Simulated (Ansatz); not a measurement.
Relaxation of CuMe2 (C2H6Cu) with UKS r2SCAN-D4/def2-TZVP.

```sh
$ ansatz run in.yaml --threads 4 --pin off --events-out ev --progress --plain --max-ram 3916MiB
```

```yaml
crystal:
  periodic: [false, false, false]
  atoms:
    - {symbol: Cu, position_ang: [-0.000380, -0.000180, 0.000110]}
    - {symbol: C, position_ang: [-0.003480, -0.014270, 2.046010]}
    - {symbol: H, position_ang: [-0.437410, 0.901540, 2.465530]}
    - {symbol: H, position_ang: [1.007770, -0.102610, 2.461190]}
    - {symbol: H, position_ang: [-0.583110, -0.852130, 2.451970]}
    - {symbol: C, position_ang: [0.003420, 0.014320, -2.045940]}
    - {symbol: H, position_ang: [-1.011570, 0.019380, -2.461450]}
    - {symbol: H, position_ang: [0.511810, -0.862460, -2.465150]}
    - {symbol: H, position_ang: [0.512940, 0.896430, -2.452260]}
basis:
  gaussian: {orbitals: def2-TZVP}
magnetization: {spin_polarized: true, initial_magnetization: 1}
hamiltonian: {xc: r2scan, dispersion: d4}
scf: {lower_state_search: "off"}
output: {orbitals: {seedname: orbitals}}
relax: {f_tol: 0.02, max_steps: 100}
```

It took 13 s on 4 threads of Arm Neoverse V1 on a shared host.

Positions (Å) and forces (eV/Å) at steps 1, 2, 3, 4 of 4:

```xyz
9
step=1 energy=-46810.1198 eV
Cu    0.000    0.000    0.000    0.003    0.002   -0.001
C    -0.003   -0.014    2.046    0.000    0.001   -0.631
H    -0.437    0.902    2.466   -0.018    0.041   -0.228
H     1.008   -0.103    2.461    0.049    0.002   -0.229
H    -0.583   -0.852    2.452   -0.031   -0.036   -0.227
C     0.003    0.014   -2.046    0.000   -0.001    0.631
H    -1.012    0.019   -2.461   -0.046   -0.007    0.227
H     0.512   -0.862   -2.465    0.017   -0.043    0.228
H     0.513    0.896   -2.452    0.025    0.041    0.230
9
step=2 energy=-46810.2879 eV
Cu    0.000    0.000    0.000   -0.002   -0.001    0.000
C    -0.003   -0.014    1.971    0.002    0.002   -0.440
H    -0.443    0.914    2.356    0.023   -0.048   -0.028
H     1.021   -0.103    2.351   -0.053    0.006   -0.028
H    -0.591   -0.862    2.342    0.030    0.044   -0.028
C     0.003    0.014   -1.971    0.001   -0.001    0.439
H    -1.025    0.018   -2.352    0.053   -0.001    0.028
H     0.518   -0.875   -2.355   -0.027    0.045    0.028
H     0.520    0.907   -2.342   -0.027   -0.047    0.028
9
step=3 energy=-46810.3084 eV
Cu   -0.001   -0.001    0.000    0.003    0.003    0.000
C    -0.003   -0.014    1.928   -0.003   -0.003    0.203
H    -0.443    0.910    2.330    0.031   -0.066   -0.078
H     1.018   -0.100    2.325   -0.072    0.006   -0.077
H    -0.587   -0.860    2.318    0.042    0.062   -0.076
C     0.003    0.014   -1.928   -0.002   -0.003   -0.203
H    -1.021    0.020   -2.327    0.074   -0.001    0.078
H     0.514   -0.872   -2.330   -0.037    0.064    0.078
H     0.520    0.903   -2.316   -0.036   -0.062    0.076
9
step=4 energy=-46810.3110 eV
Cu    0.000    0.000    0.000    0.000    0.000    0.000
C    -0.003   -0.014    1.928    0.000    0.000   -0.005
H    -0.443    0.911    2.317    0.000    0.000    0.003
H     1.019   -0.100    2.312    0.000    0.000    0.003
H    -0.588   -0.861    2.305    0.000    0.000    0.003
C     0.003    0.014   -1.928    0.000    0.000    0.005
H    -1.022    0.020   -2.313    0.000    0.000   -0.003
H     0.514   -0.874   -2.317    0.000    0.000   -0.003
H     0.520    0.904   -2.304    0.000    0.000   -0.003
```
